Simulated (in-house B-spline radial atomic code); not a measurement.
Radial electron density of Ga7+, [Ar] 3d6. Computed with a radial B-spline atomic code at the basis-set limit: non-relativistic TPSSh, spin-polarised, spherical fractional occupations, point nucleus.

Caution: exact exchange at fractional occupations of open shells leaves self-interaction of up to several eV.

Columns: r (bohr), 4πr²n(r) (electrons per bohr), bar.

```
 0.00218    1.065 #
  0.0026    1.476 ##
 0.00309    2.023 ##
 0.00368    2.766 ###
 0.00438    3.752 ####
 0.00521    5.043 #####
  0.0062    6.718 #######
 0.00738    8.848 #########
 0.00878    11.48 ############
  0.0105    14.77 ###############
  0.0124    18.32 ###################
  0.0148    22.52 #######################
  0.0176    26.83 ###########################
   0.021    31.05 ################################
   0.025    34.57 ###################################
  0.0297    36.89 ######################################
  0.0354    37.66 ######################################
  0.0421    36.71 #####################################
  0.0501    34.47 ###################################
  0.0596    31.94 #################################
   0.071    30.48 ###############################
  0.0844    31.34 ################################
   0.101    34.92 ####################################
    0.12    39.69 ########################################
   0.142    43.21 ############################################
   0.169    43.07 ############################################
   0.202    37.97 #######################################
    0.24    30.06 ###############################
   0.286    22.86 #######################
    0.34    19.93 ####################
   0.405     21.4 ######################
   0.482    24.13 #########################
   0.573    24.24 #########################
   0.682    20.28 #####################
   0.812    13.85 ##############
   0.966    7.635 ########
    1.15    3.318 ###
    1.37    1.119 #
    1.63   0.2916 
    1.94  0.05575 
    2.31 0.007336
```

On this grid the curve has 3 maxima, near 0.0354, 0.142, 0.573 bohr.

The 3d up radial function P(r) = rR(r), positive near the nucleus:

| r (bohr) | P |
| --- | --- |
| 0.0176 | 0.001986 |
| 0.025 | 0.005292 |
| 0.0354 | 0.01358 |
| 0.0501 | 0.03348 |
| 0.071 | 0.07862 |
| 0.101 | 0.1737 |
| 0.142 | 0.3417 |
| 0.202 | 0.6108 |
| 0.286 | 0.9356 |
| 0.405 | 1.197 |
| 0.573 | 1.221 |
| 0.812 | 0.9461 |
| 1.15 | 0.5212 |
| 1.63 | 0.1795 |
| 2.31 | 0.03165 |
